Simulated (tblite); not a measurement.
Species: C₃H₁₂SSi₂.
SMILES with atom numbers: `[CH3:1][CH2:2][C@H:3]([SiH3:4])[S:5][SiH3:6]` (hydrogens: H7, H8, H9 on C1; H10, H11 on C2; H12 on C3; H13, H14, H15 on Si4; H16, H17, H18 on Si6)

The geometry is computed with GFN2-xTB (gas phase).

(1) Give the optimised bond lengths and angles.

Results:

(1) 
```
                     bond  length (Å)   order
                    C1–C2       1.523  single
                    C2–C3       1.522  single
                   C3–Si4       1.911  single
                    C3–S5       1.846  single
                   S5–Si6       2.134  single
      C1–H7, C1–H8, C1–H9       1.088  single
                   C2–H10       1.094  single
                   C2–H11       1.093  single
                   C3–H12       1.094  single
Si4–H13, Si4–H14, Si4–H15       1.462  single
Si6–H16, Si6–H17, Si6–H18       1.457  single
```

Bonds in one row agree within 0.01 Å and their mean is given. Orders are formal, as drawn. A selection of angles:
```
      angle  degrees
   C2–C1–H7    110.6
   C2–C1–H8    110.3
   H7–C1–H8    108.6
   H8–C1–H9    108.1
   C1–C2–C3    113.2
  C1–C2–H10    109.2
  C1–C2–H11    109.7
  C3–C2–H10    107.7
  C3–C2–H11    109.4
 H10–C2–H11    107.4
  C2–C3–Si4    113.4
   C2–C3–S5    112.6
  C2–C3–H12    108.6
  Si4–C3–S5    111.3
 Si4–C3–H12    108.8
  S5–C3–H12    101.4
 C3–Si4–H13    108.8
 C3–Si4–H15    107.0
H13–Si4–H14    111.0
H13–Si4–H15    109.4
  C3–S5–Si6    106.9
 S5–Si6–H16    101.5
 S5–Si6–H17    110.4
H16–Si6–H17    111.3
H16–Si6–H18    113.0
H17–Si6–H18    110.4
```

Torsions: C1–C2–C3–Si4 -173° (antiperiplanar); C2–C3–S5–Si6 58° (synclinal).

Si6 (SiH3 silicon) is distorted tetrahedral (angles from 101.5° to 113.0°). Of the pairs four or more bonds apart, Si6···H11 is among the closest relative to their van der Waals radii: 3.00 Å, 91 % of the sum of Bondi's values. Si4 (SiH3 silicon) is tetrahedral (angles from 107.0° to 111.4°).

Point group: C1 (no symmetry element, even within 0.4 Å). Its lowest GFN2-xTB frequency is 12 cm⁻¹, too small to tell a flat minimum from a shallow saddle. One conformer, not necessarily the lowest. 3 starts were optimised and ended at 0.00, 0.01 and 0.03 kcal/mol (GFN2-xTB); the lowest of these is shown.
